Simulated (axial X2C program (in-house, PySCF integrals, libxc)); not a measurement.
**Spin–orbit effects down a group: molecules with Li, HF**

All values come from calculations with an in-house relativistic program for diatomic molecules, spin-free (one-electron X2C) or two-component (2c: spin–orbit coupling with atomic mean-field Coulomb and Gaunt terms, which also bring small scalar terms), in Dyall basis sets with cores contracted in-house; open shells are unrestricted.

Basis sets: As dyall-cv3z, Li dyall-cv3z, P dyall-v3z, Sb dyall-cv3z.

| molecule | spin-free state | Re (Å) | ωe (cm⁻¹) | De (eV) | 2c state | Re 2c (Å) | ωe 2c (cm⁻¹) | De 2c (eV) |
| --- | --- | --- | --- | --- | --- | --- | --- | --- |
| LiP | M_S = 1, Λ = 0 | 2.347 | 493.7 | 0.73 | Ω = 1 | 2.347 | 493.6 | 0.73 |
| LiAs | M_S = 1, Λ = 0 | 2.441 | 439.2 | 0.65 | Ω = 1 | 2.440 | 438.7 | 0.65 |
| LiSb | M_S = 1, Λ = 0 | 2.648 | 395.5 | 0.63 | Ω = 1 | 2.642 | 393.9 | 0.63 |

Each entry is the lowest single determinant of a limited PBE0 search at one distance. De goes to single-determinant-based atoms at the same level (for ions the charge split of lowest energy) and is withheld (n/a) where an atom does not fit its ground term or J level. Main or longest-lived isotopes. One determinant is a doubtful description, or other states lie close, for LiP, LiAs, LiSb; these need not be ground states, and all values refer to the states named. Some open-shell Ω = 0 determinants are out of reach, so the Ω given for LiP, LiAs, LiSb need not be the lowest component. With several unpaired electrons the Ω given is that of one determinant, not necessarily of the lowest component.
